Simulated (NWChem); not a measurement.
Program: NWChem. System: H₅NSi₂, charge 0, spin multiplicity 1, at a geometry optimised with PBE/def2-SVP. The structure started from a generated list of species. Level: G0W0@PBE0/def2-SVPD, RI basis def2-svpd-rifit.

NWChem printed:

```
             Northwest Computational Chemistry Package (NWChem) 7.3.0
             --------------------------------------------------------

                                NWChem Input Module
                                -------------------

 Scaling coordinates for geometry "geometry" by  1.889725989
 (inverse scale =  0.529177249)

 Turning off AUTOSYM since
 SYMMETRY directive was detected!

                             Geometry "geometry" -> ""
                             -------------------------

 Output coordinates in angstroms (scale by  1.889725989 to convert to a.u.)

  No.       Tag          Charge          X              Y              Z
 ---- ---------------- ---------- -------------- -------------- --------------
    1 Si                  14.0000     0.41679300    -1.04051100     0.00000000
    2 N                    7.0000    -1.31572800    -1.17976400     0.00000000
    3 H                    1.0000    -1.76959900    -2.09986400     0.00000000
    4 H                    1.0000    -2.00990800    -0.42369800     0.00000000
    5 Si                  14.0000     0.41782100     1.39133500     0.00000000
    6 H                    1.0000    -0.97642700     1.99117500     0.00000000
    7 H                    1.0000     1.14071400     1.93960000    -1.20962400
    8 H                    1.0000     1.14071400     1.93960000     1.20962400

 Effective nuclear repulsion energy (a.u.)     132.7792764251

            Nuclear Dipole moment (a.u.)
            ----------------------------
        X                 Y               Z
 ---------------- ---------------- ----------------
    -0.0000113384     0.0000018897     0.0000000000

      Symmetry information
      --------------------

 Group name             Cs
 Group number              2
 Group order               2
 No. of unique centers     7

      Symmetry unique atoms

     1    2    3    4    5    6    7


 Summary of "ao basis" -> "" (spherical)
 ------------------------------------------------------------------------------
       Tag                 Description            Shells   Functions and Types
 ---------------- ------------------------------  ------  ---------------------
 *                         def2-svpd                  on all atoms

 new library libraries.bse/

 Summary of "ri basis" -> "" (spherical)
 ------------------------------------------------------------------------------
       Tag                 Description            Shells   Functions and Types
 ---------------- ------------------------------  ------  ---------------------
 *                      def2-svpd-rifit               on all atoms

                                 NWChem DFT Module
                                 -----------------

 Summary of "ao basis" -> "ao basis" (spherical)
 ------------------------------------------------------------------------------
       Tag                 Description            Shells   Functions and Types
 ---------------- ------------------------------  ------  ---------------------
 Si                        def2-svpd                10       24   5s3p2d
 N                         def2-svpd                 8       20   4s2p2d
 H                         def2-svpd                 4        8   2s2p

 Summary of "ao basis" -> "ao basis" (spherical)
 ------------------------------------------------------------------------------
       Tag                 Description            Shells   Functions and Types
 ---------------- ------------------------------  ------  ---------------------
 Si                        def2-svpd                10       24   5s3p2d
 N                         def2-svpd                 8       20   4s2p2d
 H                         def2-svpd                 4        8   2s2p

      Symmetry analysis of basis
      --------------------------

        a'         74
        a"         34

            General Information
            -------------------
          SCF calculation type: DFT
          Wavefunction type:  closed shell.
          No. of atoms     :     8
          No. of electrons :    40
           Alpha electrons :    20
            Beta electrons :    20
          Charge           :     0
          Spin multiplicity:     1
[...]
    72     -0.220661  5 Si px                29      0.204412  2 N  px
    12      0.193349  1 Si px                93     -0.193540  7 H  s
   101     -0.193540  8 H  s                  2      0.184713  1 Si s
    69     -0.178178  5 Si px                85      0.175399  6 H  s

 Vector   19  Occ=2.000000D+00  E=-3.193172D-01  Symmetry=a"
              MO Center= -9.6D-01, -9.2D-01, -5.1D-15, r^2= 2.3D+00
   Bfn.  Coefficient  Atom+Function         Bfn.  Coefficient  Atom+Function
  ----- ------------  ---------------      ----- ------------  ---------------
    31      0.520474  2 N  pz                34     -0.376303  2 N  pz
    14     -0.143287  1 Si pz                11     -0.140482  1 Si pz
    93     -0.100454  7 H  s                101      0.100454  8 H  s
     8      0.080403  1 Si pz                74      0.077607  5 Si pz
    71      0.075307  5 Si pz                18     -0.056545  1 Si d  1

 Vector   20  Occ=2.000000D+00  E=-2.264284D-01  Symmetry=a'
              MO Center=  4.9D-01, -6.6D-01, -7.7D-16, r^2= 3.6D+00
   Bfn.  Coefficient  Atom+Function         Bfn.  Coefficient  Atom+Function
  ----- ------------  ---------------      ----- ------------  ---------------
     3      0.324347  1 Si s                 13     -0.295060  1 Si py
     4      0.292655  1 Si s                 73      0.290401  5 Si py
    10     -0.284263  1 Si py                64     -0.259872  5 Si s
    70      0.233602  5 Si py                 2      0.187714  1 Si s
    12      0.169584  1 Si px                 7      0.151658  1 Si py

 Vector   21  Occ=0.000000D+00  E=-7.342257D-02  Symmetry=a"
              MO Center=  3.8D-01, -7.8D-01,  1.1D-14, r^2= 3.4D+00
   Bfn.  Coefficient  Atom+Function         Bfn.  Coefficient  Atom+Function
  ----- ------------  ---------------      ----- ------------  ---------------
    14      0.595855  1 Si pz                11      0.361270  1 Si pz
    31      0.251475  2 N  pz                34     -0.220400  2 N  pz
     8     -0.191626  1 Si pz                81     -0.128405  5 Si d -1
    74      0.116998  5 Si pz                94      0.115339  7 H  s
   102     -0.115339  8 H  s                 93      0.087230  7 H  s

 Vector   22  Occ=0.000000D+00  E=-8.193247D-03  Symmetry=a'
              MO Center= -2.1D-01, -7.3D-01,  3.3D-14, r^2= 7.0D+00
   Bfn.  Coefficient  Atom+Function         Bfn.  Coefficient  Atom+Function
  ----- ------------  ---------------      ----- ------------  ---------------
    28      3.469606  2 N  s                  4     -1.425419  1 Si s
    46     -1.253393  3 H  s                 54     -0.993878  4 H  s
     5      0.815521  1 Si s                 65     -0.500817  5 Si s
    64      0.434425  5 Si s                 51     -0.430196  3 H  py
    24     -0.327862  1 Si d  2              58     -0.297482  4 H  px

 Vector   23  Occ=0.000000D+00  E= 2.246940D-02  Symmetry=a'
              MO Center= -4.5D-02,  1.1D+00, -3.1D-14, r^2= 9.9D+00
   Bfn.  Coefficient  Atom+Function         Bfn.  Coefficient  Atom+Function
  ----- ------------  ---------------      ----- ------------  ---------------
    64      4.074117  5 Si s                 65     -3.216368  5 Si s
    28     -2.154627  2 N  s                 54      1.027001  4 H  s
     4      0.745524  1 Si s                 46      0.668914  3 H  s
    94     -0.540543  7 H  s                102     -0.540543  8 H  s
    86     -0.474347  6 H  s                 58      0.390081  4 H  px

 center of mass
 --------------
 x =   0.06127663 y =  -0.08396715 z =   0.00000000

 moments of inertia (a.u.)
 ------------------
         439.035996326889        -118.125859780531           0.000000000000
        -118.125859780531         170.221297465086           0.000000000000
           0.000000000000           0.000000000000         588.193161185853

     Multipole analysis of the density
     ---------------------------------

     L   x y z        total         alpha         beta         nuclear
     -   - - -        -----         -----         ----         -------
     0   0 0 0     -0.000000    -20.000000    -20.000000     40.000000

     1   1 0 0     -0.768587     -0.384288     -0.384288     -0.000011
     1   0 1 0     -0.321165     -0.160583     -0.160583      0.000002
     1   0 0 1      0.000000      0.000000      0.000000      0.000000

     2   2 0 0    -24.452269    -61.723103    -61.723103     98.993937
     2   1 1 0      2.482178    -34.435967    -34.435967     71.354113
     2   1 0 1     -0.000000     -0.000000     -0.000000      0.000000
     2   0 2 0    -28.002440   -135.559163   -135.559163    243.115886
     2   0 1 1     -0.000000     -0.000000     -0.000000      0.000000
     2   0 0 2    -26.580800    -18.515546    -18.515546     10.450293

 Task  times  cpu:        6.7s     wall:        6.7s

                                NWChem Input Module
                                -------------------

                                 NWChem GW Module
                                 ----------------

                             ***********************
                             ***        GW       ***
                             ***********************

 Summary of "ri basis" -> "ri basis" (spherical)
 ------------------------------------------------------------------------------
       Tag                 Description            Shells   Functions and Types
 ---------------- ------------------------------  ------  ---------------------
 Si                     def2-svpd-rifit             24       78   9s6p6d3f
 N                      def2-svpd-rifit             20       64   7s6p5d2f
 H                      def2-svpd-rifit              9       23   4s3p2d

                 Memory Information
                 ------------------
          Available GA per process is          1699.9 MBs
          Available stack per process is        700.0 MBs
          Available heap per process is           0.0 MBs

          Peak memory in Initialization
              Peak GA per process is                  7.0 MBs
              Peak stack per process is               0.1 MBs
              Peak heap per process is                7.3 MBs
              Memory not in MA per process            0.0 MBs

          Peak memory in AFF Calculation
              Peak GA per process is                 34.1 MBs
              Peak stack per process is              23.6 MBs
              Peak heap per process is                0.0 MBs
              Memory not in MA per process           23.6 MBs

          Computing 2-center integrals
          Computing Inverse Cholesky factor
          Computing 3-center integrals
          Computing V_xc ...

 Grid integrated density:      40.000049288242
 Requested integration accuracy:   0.10E-05
          Computing Sigma_x
          Computing RPA polarizability
          Solving quasiparticle equations

                  Alpha Orbitals
          State     Energy (eV)     Error (eV)
          -----------------------------------
@GW        17        -11.488           0.004
@GW        18        -10.904           0.004
@GW        19        -10.166           0.003
@GW        20         -7.708           0.003
@GW        21          0.161           0.005
@GW        22          1.553           0.004

   Applying  -1.5465 eV scissor-shift to rest of particle states

   Applying   2.1588 eV scissor-shift to rest of hole states

     GW Timing Statistics
   ------------------------
   Init.   :          0.0s
     ERIs  :          0.7s
     Distr.:          0.0s
     Vxc   :          0.9s
   Sigma_x :          0.0s
   RPA     :          0.9s
   Wmn     :          0.0s
   Sigma_c :          0.0s
   GW total:          2.6s

 Task  times  cpu:        2.6s     wall:        2.6s

 Total times  cpu:        9.4s     wall:        9.4s
```

Write an NWChem input that would produce this output.

Several could match; the one computed here: 
```
start mol
memory heap 200 mb stack 700 mb global 1700 mb
geometry units angstroms nocenter noautoz
  Si     0.416793    -1.040511     0.000000
  N     -1.315728    -1.179764     0.000000
  H     -1.769599    -2.099864     0.000000
  H     -2.009908    -0.423698     0.000000
  Si     0.417821     1.391335     0.000000
  H     -0.976427     1.991175     0.000000
  H      1.140714     1.939600    -1.209624
  H      1.140714     1.939600     1.209624
  symmetry group Cs
end
basis spherical
  * library def2-svpd
end
basis "ri basis" bse spherical
  * library def2-svpd-rifit
end
dft
  xc pbe0
  iterations 100
  direct
  tolerances tight
end
task dft energy
gw
  states alpha occ 4 vir 2
end
task dft gw
```
